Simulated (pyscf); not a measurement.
Optimised with ωB97X-D3(BJ)/def2-SVP in PySCF. Singlets are restricted, triplets unrestricted.

Singlet (Å):
```xyz
9

Si    -1.8457    -1.8829     1.4105
Ga    -0.2798    -1.0810    -0.2142
P      1.3340    -2.4396    -1.1639
P     -0.2168     1.0987    -0.9863
H     -2.8212    -2.0703     0.2426
H      1.1255    -1.9674    -2.4909
H      0.5142    -3.5951    -1.3059
H     -0.4296     1.7235     0.2753
H      1.2028     1.2019    -0.9438
```

Triplet (Å):
```xyz
9

Si     1.5998     0.1781     1.8214
Ga    -0.3687    -0.6816     0.8899
P     -0.6766    -2.9523     0.7063
P     -1.9786     0.7986     0.1531
H      1.8695     1.6551     1.8634
H     -0.1790    -3.2528     2.0054
H     -2.0459    -2.9170     1.0963
H     -2.1861     0.1219    -1.0836
H     -1.0596     1.7487    -0.3741
```

Task: For these two minima of :HSi–Ga(PH₂)–PH₂ (SMILES [SiH][Ga]([PH2])[PH2]), which spin state lies lower at ωB97X-D3(BJ)/def2-TZVP, and by how much (electronic energies)?

Result: The singlet, by 0.42 eV. Zero-point energy shifts E(triplet) − E(singlet) by +0.02 eV. The 7 functionals that were run give +0.09 (r²SCAN) to +0.53 eV (ωB97M-D3(BJ)). :HSi–Ga(PH₂)–PH₂ [singlet] lies 0.53 eV over its isomer :HSi–PH–GaH–PH₂ [singlet], and others may lie lower still (electronic energy, ωB97M-D3(BJ)). 

E(triplet) − E(singlet) by level (eV):

```tsv
level	gap
ωB97X-D3(BJ)/def2-TZVP	+0.42
PBE/def2-TZVP	+0.29
r²SCAN/def2-TZVP	+0.09
B3LYP-D3(BJ)/def2-TZVP	+0.40
PBE0-D3(BJ)/def2-TZVP	+0.20
M06-2X/def2-TZVP	+0.30
ωB97M-D3(BJ)/def2-TZVP	+0.53
HF/def2-TZVP	-0.30
```

The triplet is the lowest one reached from the SCF start used. Elements up to Kr have no core potential and no relativistic terms here.
